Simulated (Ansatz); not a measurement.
Reaction (isomerisation): `CC(C)/C=C/C(C)C` → `C=C(C)CC(C)(C)C`

Gas-phase electronic energies from Ansatz, PBE0-D4/def2-TZVP geometries. CCSD(T)/CBS adds triple-zeta CCSD(T) − MP2 to the extrapolated MP2 energy (def2 sets, frozen cores). Each species was taken in one conformer, which may not be the lowest.

```tsv
species	CCSD(T)/CBS(def2) energy (Eh)
`CC(C)/C=C/C(C)C`	-314.05798
`C=C(C)CC(C)(C)C`	-314.05954
```

(1) Work out ΔE.

Largest T1 diagnostic among the species: 0.009.

## Answers

(1) ΔE = (-314.05954) − (-314.05798) = -0.00156 Eh = -1.0 kcal/mol.

The D4 term adds −2.8 kcal/mol with B3LYP and −1.6 kcal/mol with PBE0; it sums over pairs of atoms, weighted by their polarisabilities, and B3LYP, whose exchange is more repulsive, gets the larger term. From BLYP to BHLYP (50 % exact exchange), in def2-TZVPP and without D4, ΔE moves by −1.1 kcal/mol.

B3LYP here is the variant with VWN-RPA as its local correlation; programs differ in this.
